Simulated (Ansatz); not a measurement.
Start from `[OH][Ti]([F])([F])[SH]` and change one atom or group to get `[F][Ti]([F])([SH])[SH]`.

Ansatz, PBE0-D4/def2-TZVP geometries, multiplicity 1. Each molecule was computed in one conformer, which needn't be the lowest.

Scalar relativity is left out up to krypton.

```
                                          property  `[OH][Ti]([F])([F])[SH]`
              HOMO–LUMO gap (PBE0/def2-TZVPP) / eV                      5.43
  size of the dipole moment (B3LYP/def2-TZVPP) / D                      1.89
    size of the dipole moment (PBE/def2-TZVPP) / D                      1.85
                HOMO energy (PBE0/def2-TZVPP) / eV                     -7.96
size of the dipole moment (ωB97M-V/def2-TZVPP) / D                      1.92
               HOMO energy (B3LYP/def2-TZVPP) / eV                     -7.72
```

Problem. What does the change do to each property? (Best estimate.)

Solution. The calculation gave: 
```tsv
property	`[F][Ti]([F])([SH])[SH]`	shift
HOMO–LUMO gap (PBE0/def2-TZVPP) / eV	4.77	-0.66
size of the dipole moment (B3LYP/def2-TZVPP) / D	1.19	-0.70
size of the dipole moment (PBE/def2-TZVPP) / D	1.03	-0.82
HOMO energy (PBE0/def2-TZVPP) / eV	-7.88	0.08
size of the dipole moment (ωB97M-V/def2-TZVPP) / D	1.05	-0.87
HOMO energy (B3LYP/def2-TZVPP) / eV	-7.64	0.08
```

With PBE0 the HOMO rises by 0.08 eV and the LUMO falls by 0.58 eV, so the gap narrows by about 0.66 eV. PBE moves the HOMO by 0.03 eV and ωB97M-V by 0.15 eV. Dipoles are sizes alone; their direction can turn.

B3LYP here is the variant with VWN-RPA as its local correlation; programs differ in this.
